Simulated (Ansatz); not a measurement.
Input file for Ansatz (a first-principles code): R-CCSD(T)/cc-pVTZ on CH3FGeO (SMILES C[O][Ge][F]), a point of a torsion scan. The run froze 17 orbitals, filled d shells among them.

Ansatz 0.2 input:
```yaml
crystal:
  periodic: [false, false, false]
  atoms:
    - {symbol: C, position_ang: [-0.96659105, -0.05783725, 0.12442305]}
    - {symbol: O, position_ang: [0.24970690, 0.65213528, 0.04038198]}
    - {symbol: Ge, position_ang: [1.93871264, 0.85765003, -0.19455552]}
    - {symbol: F, position_ang: [2.60217356, -0.78087901, 0.37944649]}
    - {symbol: H, position_ang: [-1.49946338, 0.02691049, -0.82445961]}
    - {symbol: H, position_ang: [-1.57506180, 0.37865046, 0.91918941]}
    - {symbol: H, position_ang: [-0.78396378, -1.11008757, 0.34691821]}
basis:
  gaussian:
    orbitals: cc-pVTZ
magnetization: {spin_polarized: false}
correlation: {method: ccsd_t, electrons: outside_noble_gas}
scf: {lower_state_search: off}
```

Output:

```
WARN ansatz: RAYON_NUM_THREADS=1 ignored (pool sized by the plan → 1); use --threads N
Functional definition: HF
these checks for a lower state are left out or cut short: stability, starts, cluster_reference, orbital_swaps, neighbouring_geometries, increment
integrals: 0.55 GiB planned
1059 factors; integrals over basis functions are off by at most 1.1e-3 eV
mean field: 0.56 GiB planned
mean field evaluation 1: about -62295.0755 eV, gradient 4.5e1 eV
mean field evaluation 2: about -62295.1804 eV, gradient 4.5e1 eV
mean field evaluation 4: about -62298.9924 eV, gradient 3.0e0 eV
mean field evaluation 8: about -62299.0434 eV, gradient 3.8e-1 eV
mean field -62299.04396232 eV, -2289.4476378068 hartree, gradient 4.9e-6 eV, S^2 0.000000; 0 other end points of the search recorded, 0 dependent functions left out
17 core orbitals not correlated
reference -62299.04396232 eV, -2289.4476378068 hartree; 12, 12 occupied and 146, 146 virtual orbitals, 1059 factors
second order -20.77347796 eV of doubles, -0.00000000 eV of singles
coupled cluster: 1.47 GiB planned
cycle   1  -20.56550497 eV  change    2.1e-1 eV  update   1.2e-1
cycle   2  -21.08886232 eV  change   -5.2e-1 eV  update   4.2e-2
cycle   3  -21.25002359 eV  change   -1.6e-1 eV  update   2.3e-2
cycle   4  -21.23087541 eV  change    1.9e-2 eV  update   6.2e-3
cycle   5  -21.22477496 eV  change    6.1e-3 eV  update   3.0e-3
cycle   6  -21.22647063 eV  change   -1.7e-3 eV  update   1.2e-3
cycle   7  -21.22636631 eV  change    1.0e-4 eV  update   4.0e-4
cycle   8  -21.22608968 eV  change    2.8e-4 eV  update   1.6e-4
cycle   9  -21.22616723 eV  change   -7.8e-5 eV  update   5.4e-5
cycle  10  -21.22619476 eV  change   -2.8e-5 eV  update   2.2e-5
perturbative correction -0.78489253 eV, -0.0288442685 hartree
Total energy: -62321.05504961 eV, -2290.2565303450 hartree
Checks for a lower state left out: stability, starts, cluster_reference, orbital_swaps, neighbouring_geometries, increment
```

The run converged.

Cost: about 26 core-seconds (a rough figure).
